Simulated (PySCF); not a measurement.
Sn(H)2(Me)(NH2), SMILES [NH2][SnH2][CH3], B3LYP/def2-SVP optimised geometry.

```
10

Sn    -0.98    -0.29     0.00
C      1.20    -0.29     0.00
N     -1.85    -1.19    -1.65
H     -1.58    -1.17     1.36
H     -1.58     1.32     0.00
H      1.58    -1.32    -0.02
H      1.57     0.20     0.91
H      1.58     0.25    -0.88
H     -1.60    -0.73    -2.53
H     -1.60    -2.17    -1.75
```

Density from B3LYP/def2-TZVP, def2 effective core potentials past Kr (PySCF) at that geometry. The core electrons that the potentials of Sn replace are not part of the density.

Minimum of the electron density along straight lines between bonded atoms, close to the bond critical point (lines longer than 1.1 times the sum of covalent radii, or with two minima, are not listed):

| bond | length / Å | ρ at the minimum / e bohr⁻³ | ∇²ρ there / e bohr⁻⁵ | position (fraction from the first atom) |
|---|---|---|---|---|
| Sn1–C2 | 2.179 | 0.099 | 0.10 | 0.51 |
| Sn1–N3 | 2.068 | 0.109 | 0.29 | 0.51 |
| Sn1–H4 | 1.723 | 0.111 | 0.08 | 0.63 |
| Sn1–H5 | 1.723 | 0.111 | 0.08 | 0.63 |
| C2–H6 | 1.100 | 0.270 | -0.89 | 0.64 |
| C2–H7 | 1.101 | 0.269 | -0.89 | 0.64 |
| C2–H8 | 1.100 | 0.270 | -0.89 | 0.64 |
| N3–H9 | 1.021 | 0.328 | -1.47 | 0.73 |
| N3–H10 | 1.021 | 0.328 | -1.47 | 0.73 |
